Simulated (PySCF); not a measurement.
Method: PySCF with B3LYP-D3(BJ)/def2-TZVP. All species are isolated molecules in the gas phase. One relaxed conformer stands for a flexible species; it need not be the lowest. B3LYP has the VWN-RPA correlation part, as in Gaussian. Excitations are Tamm–Dancoff values on a coarser integration grid. The basis has no diffuse functions, so Rydberg states are missing or too high.

Reference species (SMILES): `S=CS` (S–C–S–H torsion 180°) (neutral, multiplicity 1).

| Quantity | Result |
|---|---|
| LUMO | -2.46 eV |
| T1 excitation (TDA) | 2.18 eV |
| S1 excitation (TDA) | 2.63 eV |
| S1 oscillator strength | 0.000 |

Changed species: `CNS` (C–N–S–H torsion 61°) (X = methylamino; the reference has X = thioformyl).

### Question
Predict the effect on the LUMO, T1 excitation (TDA), S1 excitation (TDA) and S1 oscillator strength.

### Answer
the LUMO goes up by 2.43 eV, to -0.03 eV; the T1 excitation (TDA) rises by 2.50 eV, to 4.68 eV; the S1 excitation (TDA) rises by 2.70 eV, to 5.33 eV; the S1 oscillator strength stays essentially unchanged.
